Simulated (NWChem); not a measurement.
BSiH$_{3}$F$_{2}$; SMILES FB(F)[SiH3]

Computed with NWChem. The geometry was optimised at PBE0/def2-SVP. Ions are spin-unrestricted doublets at the neutral geometry; other ion states weren't tried.

For level PBE0/def2-SVP:

* **vertical ionisation energy, ΔSCF (eV)**: 11.51
* **−ε(HOMO) (eV)**: 9.09

Q: Estimate the same quantities for level PBE/def2-SVP.

A: The vertical ionisation energy, ΔSCF (eV) comes out as 11.12 and the −ε(HOMO) (eV) is 7.64.
